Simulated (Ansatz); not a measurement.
Complex: H2S (SMILES S) (first 3 atoms) with HI (SMILES I); geometry from B3LYP-D3(BJ)/def2-TZVP, rigid monomers moved along the line of their centres of mass till S1···H5 is 4.46 Å.
(charge 0, multiplicity 1):
```json
[
 {"atom": "S", "x (Å)": "-0.0946", "y (Å)": "0.0723", "z (Å)": "0.1021"},
 {"atom": "H", "x (Å)": "0.0562", "y (Å)": "1.4018", "z (Å)": "0.2197"},
 {"atom": "H", "x (Å)": "-1.3905", "y (Å)": "0.1264", "z (Å)": "0.4512"},
 {"atom": "I", "x (Å)": "1.2252", "y (Å)": "-0.3540", "z (Å)": "6.0346"},
 {"atom": "H", "x (Å)": "0.9475", "y (Å)": "-0.3298", "z (Å)": "4.4251"}
]
```

Interaction energies are E(AB) − E(A) − E(B) at the monomers' geometry in the complex; basis-set methods are counterpoise corrected.

Cores are frozen in the correlated methods. Filled d and f shells under p-block atoms count as core. CBS: X⁻³ extrapolation of the correlation energy, Hartree–Fock from the larger set.

Run with Ansatz (Gaussian basis) for Hartree–Fock, density functionals and correlated methods.  In def2 rows elements past Kr take small-core potentials, without spin–orbit coupling.

**Question.** Predict the interaction energy from HF/def2-TZVPPD.

**Answer.** -0.3 kcal/mol

Ansatz is a program for electronic structure.
